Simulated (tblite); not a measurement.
Species: C4H12OSi3.
Atom-mapped SMILES: `[CH2:1]=[CH:2][SiH2:3][C:4]([SiH3:5])([SiH3:6])[CH:7]=[O:8]` (hydrogens: H9, H10 on C1; H11 on C2; H12, H13 on Si3; H14, H15, H16 on Si5; H17, H18, H19 on Si6; H20 on C7)

Computed geometry: GFN2-xTB, gas phase.

Problem. Give the optimised bond lengths and angles.

Solution. 
```
                    bond  length (Å)   order
                   C1=C2       1.322  double
                  C2–Si3       1.885  single
                  Si3–C4       1.927  single
          C4–Si5, C4–Si6       1.910  single
                   C4–C7       1.455  single
                   C7=O8       1.212  double
                   C1–H9       1.078  single
                  C1–H10       1.080  single
                  C2–H11       1.084  single
        Si3–H12, Si3–H13       1.464  single
Si5–H14 and 5 like bonds       1.464  single
                  C7–H20       1.108  single
```

Bonds in one row agree within 0.01 Å and their mean is given. Orders are formal, as drawn. A selection of angles:
```
      angle  degrees
   C2–C1–H9    121.3
  C2–C1–H10    123.0
  H9–C1–H10    115.6
  C1–C2–Si3    124.6
  C1–C2–H11    117.9
 Si3–C2–H11    117.5
  C2–Si3–C4    107.0
 C2–Si3–H12    109.0
 C2–Si3–H13    108.4
 C4–Si3–H12    110.2
H12–Si3–H13    112.8
 Si3–C4–Si5    114.1
  Si3–C4–C7    102.0
 Si5–C4–Si6    110.3
  Si5–C4–C7    108.5
 C4–Si5–H14    109.1
H14–Si5–H15    109.9
 C4–Si6–H17    108.2
   C4–C7–O8    122.6
  C4–C7–H20    117.4
  O8–C7–H20    120.0
```

Torsions: C1–C2–Si3–C4 125° (anticlinal); C2–Si3–C4–Si5 62° (synclinal); Si3–C4–C7–O8 1° (synperiplanar). The mirror-image conformer, all signs reversed, is as good.

Si5 (SiH3 silicon) is tetrahedral (angles from 109.0° to 109.9°). The C–C distances run from 1.322 Å (C1=C2, drawn double) to 1.455 Å (C4–C7, drawn single), a spread of 0.133 Å. The C–Si distances run from 1.885 Å (C2–Si3, drawn single) to 1.927 Å (Si3–C4, drawn single), a spread of 0.042 Å. Si3 (SiH2 silicon) is tetrahedral (angles from 107.0° to 112.8°). Of the pairs four or more bonds apart, O8···H13 is among the closest relative to their van der Waals radii: 2.75 Å, 101 % of the sum of Bondi's values.

Point group: C1 (no symmetry element, even within 0.4 Å). Its GFN2-xTB frequencies are all real (lowest 25 cm⁻¹). One conformer, not necessarily the lowest.
